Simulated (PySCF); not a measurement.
# C₆ coefficients of unlike pairs at UHF

Calculated with PySCF 2.14 from the dipole response of each species, C₆(A,B) = (3/π) ∫ α_A(iu) α_B(iu) du, in atomic units, from isotropic polarisabilities. For ions this is the dispersion term alone; charge-induced terms of lower order in 1/R come first.

```csv
species,configuration,basis,relativity,α (bohr³),C₆ (like pair)
Mo²⁺,[Kr] 4d4 (5D),aug-cc-pwCVTZ-PP with ECP28MDF (8s8p7d4f3g),core potential,9.224,48.69
Fe⁺,[Ar] 3d6 4s1 (6D),"x2c-TZVPPall with one added diffuse shell each of s, p, d, f type (7s6p5d3f1g)",spin-free X2C,34.71,180.9
Os,[Xe] 4f14 5d6 6s2 (5D),aug-cc-pVTZ-PP with ECP60MDF (6s6p5d3f2g),core potential,76.69,872.5
S²⁺,[Ne] 3s2 3p2 (3P),"x2c-TZVPPall with one added diffuse shell each of s, p, d type (6s6p4d1f)",spin-free X2C,7.444,27.13
```

(1) Estimate C₆ for S²⁺ with Fe⁺.

No spin-orbit coupling is included.

The other pairs:

```csv
pair,C₆
"Fe⁺, Mo²⁺",80.55
"S²⁺, Os",139.6
"Os, Fe⁺",396.7
"S²⁺, Mo²⁺",35.94
"Os, Mo²⁺",179.6
```

Answers

(1) The integral gives 62.57. The combination rule 2 C_A C_B / (C_A α_B/α_A + C_B α_A/α_B) gives 59.38 and the geometric mean 70.05.
